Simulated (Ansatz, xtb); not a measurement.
Species: TeCl₂ (charge +1, doublet). SMILES of the parent species: Cl[Te]Cl
Coordinates optimised at B3LYP-D3(BJ)/def2-TZVP (Ansatz, a program for electronic structure):
```xyz
3

Te     0.0101    -0.0034     0.5690
Cl     1.1131     1.3463    -0.8824
Cl    -1.1440    -1.3360    -0.8582
```
Charge +1, spin multiplicity 2.

Harmonic wavenumbers from GFN2-xTB (xtb, at its own minimum), cm⁻¹: 117, 381, 401.

### Question
Give the harmonic wavenumbers at B3LYP-D3(BJ)/def2-TZVP (Ansatz, finite differences of forces, unscaled).

### Answer
140, 411, 420 cm⁻¹. Zero-point energy 1.4 kcal/mol.

### Question
From these and the geometry, give the ideal-gas thermochemistry at 298.15 K and 1 atm (rigid rotor, harmonic oscillator).

### Answer
Point group C2v, rotational symmetry number 2. Rotational constants 5.35, 2.32, 1.618 GHz. S(trans) 41.76, S(rot) 25.80, S(vib) 4.62, S(elec, spin only) 1.38, S 73.6 cal/(mol K). H(298) - H(0) 3.15 kcal/mol; G - E(el) -17.4 kcal/mol.
